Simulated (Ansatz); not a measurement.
Basis-set extrapolation for C2H8O2Si, SMILES `CC[SiH](O)O` (PBE0-D4/def2-TZVP geometry, frozen core, the Gaussian-basis code of Ansatz). Multiplicity 1, RHF reference.

|  | def2-TZVPP | def2-QZVPP |
| --- | --- | --- |
| HF | -519.283466 | -519.304185 |
| MP2 correlation | -0.959290 | -1.030980 |
| CCSD(T) correlation | -1.034647 | not run |

Energies in hartree. Use E(X) = E(∞) + A·exp(−7.88·√X) for Hartree–Fock and E(X) = E(∞) + B·X^(−2.97) for correlation, with X = 3 and 4, and add CCSD(T) minus MP2 of the smaller set to the MP2 limit.

What is the CCSD(T) energy at the basis-set limit?

HF limit: -519.304185 + (-0.020719) × 0.13774 = -519.30704. MP2 limit: -1.030980 + (-0.071690) × 0.74074 = -1.08408. Higher-order term: -1.034647 − (-0.959290) = -0.07536. Total: -520.46648 hartree, 389.5 kJ/mol below CCSD(T)/def2-TZVPP.
